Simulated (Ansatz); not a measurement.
C₃H₇O, doublet, geometry from GFN2-xTB; B3LYP5/def2-SVP run with Ansatz (a program for electronic structure).

Ansatz was given this input:
Ansatz 0.2 input:
```yaml
crystal:
  periodic: [false, false, false]
  atoms:
    - {symbol: C, position_ang: [1.30861165, -0.66808246, 0.05267166]}
    - {symbol: C, position_ang: [-0.00226890, -0.00591686, -0.17384347]}
    - {symbol: C, position_ang: [-1.27029302, -0.62710254, 0.29491680]}
    - {symbol: O, position_ang: [0.06023236, 1.37157344, -0.29096905]}
    - {symbol: H, position_ang: [1.53836213, -0.77241003, 1.12095110]}
    - {symbol: H, position_ang: [1.31221258, -1.66639962, -0.38308611]}
    - {symbol: H, position_ang: [2.09542902, -0.07348666, -0.40356032]}
    - {symbol: H, position_ang: [-2.13152788, -0.19910151, -0.22168556]}
    - {symbol: H, position_ang: [-1.42994138, -0.48737857, 1.37424529]}
    - {symbol: H, position_ang: [-1.24957241, -1.69737896, 0.10318956]}
    - {symbol: H, position_ang: [-0.83311926, 1.73017914, -0.30477162]}
basis:
  gaussian:
    orbitals: def2-SVP
hamiltonian:
  xc: b3lyp5
magnetization: {spin_polarized: true, initial_magnetization: 1}
accuracy: high
```

Problem. Write the output that Ansatz gives for this input, abridged.

Solution. 
```
Functional definition: B3LYP5
2253 factors; integrals over basis functions are off by at most 3.6e-9 eV
mean field evaluation 1: about -5255.5315 eV, gradient 4.2e1 eV
mean field evaluation 2: about -5252.8040 eV, gradient 4.8e1 eV
mean field evaluation 4: about -5263.4990 eV, gradient 2.2e0 eV
mean field evaluation 8: about -5263.7311 eV, gradient 1.6e-1 eV
mean field evaluation 16: about -5263.7313 eV, gradient 1.7e-4 eV
mean field -5263.73125531 eV, -193.4385557476 hartree, gradient 4.5e-8 eV, S^2 0.753455; 0 other end points of the search recorded, 0 dependent functions left out
reference -5263.73129676 eV, -193.4385572706 hartree; 17, 16 occupied and 74, 75 virtual orbitals, 2253 factors
Total energy: -5263.73129676 eV, -193.4385572706 hartree
```
